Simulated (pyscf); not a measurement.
[O=W(OH)(OH)–OH]• (SMILES [O]=[W]([OH])([OH])[OH]) → [O–WH(=O)(OH)–OH]• (SMILES [O][WH](=[O])([OH])[OH]) (hydrogen shift; doublet surface; H–O broken, H–W formed). Structures and frequencies: ωB97X-D3(BJ)/def2-SVP in PySCF. Energies in eV from the reactant's lowest minimum found.

```json
[
 {"level": "ωB97X-D3(BJ)/def2-TZVP", "barrier": "1.90", "reaction energy": "+1.81"},
 {"level": "PBE/def2-TZVP", "barrier": "1.43", "reaction energy": "+1.37"},
 {"level": "r²SCAN/def2-TZVP", "barrier": "(withheld)", "reaction energy": "+1.45"},
 {"level": "M06-2X/def2-TZVP", "barrier": "2.16", "reaction energy": "+2.16"},
 {"level": "ωB97M-D3(BJ)/def2-TZVP", "barrier": "(withheld)", "reaction energy": "(withheld)"},
 {"level": "HF/def2-TZVP", "barrier": "2.74", "reaction energy": "+2.33"}
]
```

Task: Some entries are withheld; supply them.

Result: 
- r²SCAN/def2-TZVP, barrier: 1.55
- ωB97M-D3(BJ)/def2-TZVP, barrier: 1.98
- ωB97M-D3(BJ)/def2-TZVP, reaction energy: +1.92

This is the saddle that the search found; another between the same sides may lie lower. Open-shell species with a d-block atom are single-reference here; other states, and whether the spin sits on metal or ligand, were not checked. Elements past Kr carry the def2 core potentials, without spin-orbit coupling.
